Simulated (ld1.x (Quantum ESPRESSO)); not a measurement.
# What the settings do to the TM potential of Cl

Base potential:

- Element: Cl (Z = 17)
- Generator: ld1.x (Quantum ESPRESSO) 7.5
- Type: norm-conserving Troullier–Martins (Kleinman–Bylander form)
- Functional: PBE
- Relativity: scalar-relativistic
- Frozen core: [Ne]
- Valence charge: 7
- Reference configuration: 3s2 3p4 (charge +1)
- Partial waves: 3s (bound): rc 1.15 bohr; 3p (bound): rc 1.35 bohr
- Local potential: the p channel
- Core correction: Bessel-smoothed model core, default radius (core density twice the valence density)

All-electron outer shells of the reference configuration (PBE, scalar-relativistic, ld1.x):

```csv
shell,level (eV),outermost node (bohr),outermost maximum (bohr)
3s,-32.09,0.55,1.27
3p,-19.43,0.53,1.39
```

Cutoffs, loose and tight: the cutoffs (Ry, on a coarse ladder) from which the occupation-weighted sum of valence levels, in a spherical-Bessel basis at the reference potential, stays within 10 and 1 mRy of its value at 400 Ry. They do not see the model core or the augmentation charge, which bear on the density cutoff. Test errors are all-electron minus pseudo excitation energies from the reference, over the configurations 3s2 3p5; 3s2 3p3; 3s2 3p2; 3s2 3p5.3; 3s1 3p6; 3s2 3p4.5; 3s2 3p1. A dash means not determined; rows that change the core or the reference have their own tests.

A true bound ghost makes a file unfit for plane-wave use even where its test errors are small: the radial tests pick states by their node count and pass the ghost by.

Cutoffs are not given where the Bessel-basis levels miss the radial ones by over 6 mRy, ghosts where they miss by over 20 mRy; a channel whose overlap is not positive is not tested.

The default core radius of the base comes out at 0.79 bohr.

```csv
change,outcome,"cutoff, loose","cutoff, tight",bound ghosts,largest test error (meV)
base,generated,55 Ry,100 Ry,none,+147
non-relativistic,generated,55 Ry,110 Ry,none,+156
wave 3s (bound): rc 1.15 bohr becomes 3s (bound): rc 0.74 bohr,generated,–,–,s,+150
core correction none,generated,55 Ry,100 Ry,none,+144
"type ultrasoft; waves now 3s (bound): rcut 1.00, rcutus 1.15 bohr; 3s channel at -1.3 Ry: rcut 1.00, rcutus 1.15 bohr; 3p (bound): rcut 1.15, rcutus 1.35 bohr; 3p channel at 1.8 Ry: rcut 1.15, rcutus 1.35 bohr; local potential all-electron potential smoothed inside 1.00 bohr (lloc = -2); augmentation PSQ, radius 1.05 bohr",generated,30 Ry,55 Ry,none,+20
reference 3s2 3p5,generated,50 Ry,100 Ry,none,+76
```

Problem. What comes out with this change to the base: wave 3p (bound): rc 1.35 bohr becomes 3p (bound): rc 1.20 bohr?

Solution. outcome: generated; cutoff, loose: 60 Ry; cutoff, tight: 120 Ry; bound ghosts: none; largest test error (meV): +141.

Problem. What comes out with this change to the base: all radii but the core radius scaled by about 0.80 (s 0.92, p 1.08 bohr)?

Solution. outcome: generated; cutoff, loose: 140 Ry; cutoff, tight: 300 Ry; bound ghosts: none; largest test error (meV): +174.
